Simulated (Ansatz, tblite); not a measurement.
Cost and result up the ladder for Ag2Te (3 atoms). Total charge 0; singlet. Geometry: r2SCAN-D4/def2-TZVP.

```xyz
3

Ag   -0.063    0.585   -1.493
Ag    1.270   -0.048    0.979
Te   -1.207   -0.538    0.513
```

Ansatz on 4 threads of Arm Neoverse V2 on a shared host; xTB runs through tblite on one thread. Times are rough, summed over both states, and most runs start from the orbitals of an earlier one. ωB97X-V/def2-TZVP serves as the yardstick here, not as an exact answer. The other state is a triplet at its own geometry.

In the def2 sets Ag, Te take a core potential; there is no spin–orbit coupling. The xTB rows come from tblite. Correlated methods freeze 4 core orbitals; core or outer-core shells of Ag, Te are correlated, in sets that lack core-valence functions. The structure comes from a short search, and lower isomers may exist.

xTB has no spin-polarisation term.

```csv
level,functions,wall time,triplet − singlet (eV),difference from ωB97X-V/def2-TZVP (eV)
GFN1-xTB,27,0.005 s,1.82,0.55
GFN2-xTB,27,0.008 s,1.70,0.43
LDA (SPW92)/def2-TZVP,130,1.9 s,1.34,0.08
PBE-D4/def2-TZVP (with forces),130,3.3 s,1.17,-0.10
revPBE-D4/def2-TZVP,130,3.5 s,1.13,-0.13
MP2/def2-TZVP,130,3.8 s,1.55,0.29
PBE0-D4/def2-TZVP,130,4.8 s,1.17,-0.09
CAM-B3LYP-D4/def2-TZVP,130,6.6 s,1.14,-0.12
RPA@PBE/def2-TZVP,130,7.8 s,1.25,-0.02
r2SCAN-D4/def2-TZVP,130,8.6 s,1.10,-0.16
r2SCANh-D4/def2-TZVP,130,9.5 s,1.10,-0.16
ωB97X-V/def2-TZVP,130,26 s,1.26,0.00
```
